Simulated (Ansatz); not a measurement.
C2H7NSi can be A, `C[SiH]1CN1`, or B, `C=C(N)[SiH3]`.

Isolated molecules relaxed with PBE0-D4/def2-TZVP in Ansatz; ΔE leaves out vibrations. CBS: MP2 limit from def2 TZ/QZ plus the TZ coupled-cluster correction, frozen cores. Functionals use def2-TZVPP. B3LYP here is the variant with VWN-RPA as its local correlation; programs differ in this. Each species was taken in one conformer, which may not be the lowest.

(1) Which is lower in electronic energy at CCSD(T)/CBS, and by how much? (Best estimate.)

(2) Give E(B) − E(A) in kcal/mol with r2SCAN-D4, LDA (SPW92), HF/def2-TZVPP, B3LYP-D4, PBE0-D4, B2PLYP, MP2/def2-TZVPP. (Estimate.)

(3) Does the order hold for the free energy at 298.15 K (harmonic terms from PBE0-D4)? (Best estimate.)

Largest T1 diagnostic: 0.012.

Answers

(1) Ansatz gave: A, by 4.5 kcal/mol.

(2) Ansatz gave: r2SCAN-D4 5.5, LDA (SPW92) 6.1, HF/def2-TZVPP -1.2, B3LYP-D4 1.5, PBE0-D4 5.8, B2PLYP 3.2, MP2/def2-TZVPP 6.2. The order is the other way round with HF/def2-TZVPP.

(3) The calculation gave: Yes: G(B) − G(A) = +2.0 kcal/mol, for one conformer each.

From PBE to PBE0 (25 % exact exchange), in def2-TZVPP and without D4, E(B) − E(A) moves by +1.1 kcal/mol. At CCSD(T), def2-SVP lies −6.8 kcal/mol from the extrapolated value and def2-TZVPP −0.6 kcal/mol.
